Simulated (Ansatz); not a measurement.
`C[O][SnH]([CH3])[NH2]` + `C=C[Te][SiH3]` → `C=C[Te][SiH2]C` + `[CH3][SnH]([NH2])[OH]`  (formal exchange of groups at a C–O bond)

Gas-phase electronic energies from Ansatz, PBE0-D4/def2-TZVP geometries. CBS: MP2 limit from def2 TZ/QZ plus the TZ coupled-cluster correction, frozen cores. Functionals use def2-TZVPP. B3LYP here is the variant with VWN-RPA as its local correlation; programs differ in this. def2 core potentials past Kr. For Sn, Te outer-core shells are correlated without core-valence functions, which leaves a few kJ/mol of doubt a bond. Each species was taken in one conformer, which may not be the lowest.

`C[O][SnH]([CH3])[NH2]`:

Z-matrix (Å, degrees):
```
C
O 1 1.400
H 1 1.101 2 112.8
H 1 1.095 2 108.8 3 -119.0
H 1 1.101 2 112.7 3 122.1
Sn 2 1.980 1 119.8 3 -55.7
N 6 2.013 2 107.1 1 168.0
C 6 2.127 2 107.9 1 -74.5
H 6 1.711 2 106.5 1 51.3
H 7 1.012 6 113.6 2 -62.0
H 7 1.012 6 113.5 2 61.3
H 8 1.090 6 110.1 2 62.4
H 8 1.090 6 109.2 2 -57.3
H 8 1.090 6 110.0 2 -177.2
```

`C=C[Te][SiH3]`:

Z-matrix (Å, degrees):
```
Si
Te 1 2.490
H 1 1.485 2 106.7
H 1 1.485 2 112.2 3 120.1
H 1 1.486 2 109.3 3 -119.0
C 2 2.104 1 93.6 3 168.2
C 6 1.324 2 123.2 1 135.6
H 6 1.085 2 115.2 1 -48.2
H 7 1.086 6 120.5 2 175.6
H 7 1.084 6 122.5 2 -4.3
```

`C=C[Te][SiH2]C`:

Cartesian coordinates in Å:
```
C 1.187 -1.536 -2.023
C 0.251 -0.642 -1.743
Te 0.663 1.374 -1.296
Si -0.858 1.365 0.683
C -0.207 0.299 2.071
H 0.916 -2.548 -2.312
H 2.245 -1.303 -1.982
H -0.803 -0.898 -1.790
H -2.189 0.869 0.236
H -0.984 2.787 1.098
H -0.058 -0.726 1.723
H -0.913 0.281 2.906
H 0.751 0.679 2.430
```

`[CH3][SnH]([NH2])[OH]`:

Z-matrix (Å, degrees):
```
C
Sn 1 2.126
H 1 1.090 2 109.1
H 1 1.090 2 110.8 3 120.5
H 1 1.090 2 109.3 3 -118.9
N 2 2.022 1 115.6 3 -47.3
O 2 1.969 1 102.9 3 65.9
H 2 1.712 1 116.8 3 -174.0
H 6 1.010 2 115.1 1 -108.5
H 6 1.011 2 116.0 1 19.8
H 7 0.960 2 111.4 1 -152.1
```

(1) Is it downhill or uphill in electronic energy at CCSD(T)/CBS, and by how much? (An estimate is asked.)

(2) What do these levels give: PBE0-D4, B3LYP-D4, ωB97X-V, MP2/def2-TZVPP, SCS-MP2/def2-TZVPP, CCSD/CBS(def2)? (Estimate.)

Largest T1 diagnostic among the species: 0.012.

Answers

(1) The calculation gave: Downhill: ΔE = -107.0 kJ/mol.

(2) Ansatz gave: PBE0-D4 -104.9, B3LYP-D4 -98.8, ωB97X-V -99.6, MP2/def2-TZVPP -111.5, SCS-MP2/def2-TZVPP -103.2, CCSD/CBS(def2) -106.1 kJ/mol.

In def2-TZVPP, CCSD(T) changes the Hartree–Fock value by −12.2 kJ/mol (the triples alone add −0.9 kJ/mol) and MP2 by −21.1 kJ/mol.
